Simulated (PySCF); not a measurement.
chlorobenzene (C6H5Cl), SMILES Clc1ccccc1. Atoms are numbered in the order given.

```xyz
12

Cl     0.0000     0.0000     2.2466
C      0.0000     0.0000     0.5131
C      0.0000    -1.2138    -0.1730
C      0.0000    -1.2057    -1.5663
C      0.0000     0.0000    -2.2664
C      0.0000     1.2057    -1.5663
C      0.0000     1.2138    -0.1730
H      0.0000    -2.1505     0.3866
H      0.0000    -2.1548    -2.1075
H      0.0000     0.0000    -3.3585
H      0.0000     2.1548    -2.1075
H      0.0000     2.1505     0.3866
```

The structure is a stationary point at PBE0-D3(BJ)/def2-SVP.

Computed with PySCF with TDA-CAM-B3LYP/def2-SVPD.

Vertical excitations. Gas-phase values at a fixed geometry. State labels are in the subgroup C2v.

| state | symmetry | energy (eV) | λ (nm) | f | main pairs |
|---|---|---|---|---|---|
| S1 | B2 | 5.38 | 230 | 0.002 | HOMO→LUMO 60 %, HOMO−1→LUMO+1 38 % |
| S2 | A1 | 6.19 | 200 | 0.083 | HOMO→LUMO+1 70 %, HOMO−1→LUMO 27 % |
| S3 | B1 | 6.63 | 187 | 0.001 | HOMO→LUMO+2 75 % |
| S4 | B1 | 7.26 | 171 | 0.012 | HOMO→LUMO+3 73 %, HOMO→LUMO+2 13 % |
| S5 | A2 | 7.29 | 170 | 0.000 | HOMO−1→LUMO+2 94 % |
| S6 | B2 | 7.33 | 169 | 0.542 | HOMO−1→LUMO+1 52 %, HOMO→LUMO 35 % |
| S7 | A1 | 7.38 | 168 | 0.951 | HOMO−1→LUMO 63 %, HOMO→LUMO+1 23 % |
| S8 | A2 | 7.46 | 166 | 0.000 | HOMO−2→LUMO+1 92 % |
| S9 | B1 | 7.72 | 161 | 0.008 | HOMO−2→LUMO 78 %, HOMO−4→LUMO 15 % |
| S10 | B1 | 7.77 | 160 | 0.007 | HOMO→LUMO+5 68 % |
| T1 | A1 | 3.99 | 311 | 0 | HOMO→LUMO+1 61 %, HOMO−1→LUMO 32 % |
| T2 | B2 | 4.66 | 266 | 0 | HOMO→LUMO 82 %, HOMO−1→LUMO+1 15 % |
| T3 | A1 | 4.74 | 262 | 0 | HOMO−1→LUMO 65 %, HOMO→LUMO+1 33 % |
| T4 | B2 | 5.17 | 240 | 0 | HOMO−1→LUMO+1 84 %, HOMO→LUMO 15 % |
Triplets are in the Tamm–Dancoff approximation.
